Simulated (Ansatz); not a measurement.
Co(OH)3 (CoH3O3), SMILES [OH][Co]([OH])[OH] (connectivity only; charge and spin as stated), neutral, multiplicity 5.

Geometry optimised at PBE-D3(BJ)/def2-SVP. The spin state was assumed, not searched. The values are those of a single conformer.

Two levels are set side by side: PBE/def2-SVPD (Ansatz, a first-principles code) and PBE0/def2-SVPD (Ansatz). Energy differences of separate SCF runs at the same geometry; the states with an electron removed or added have multiplicity 6 and 4. Differences are taken from unrounded values.

```tsv
quantity	PBE0	PBE	PBE minus PBE0
vertical ionisation energy (eV)	10.17	9.66	-0.51
vertical electron affinity (eV)	2.10	1.51	-0.59
```
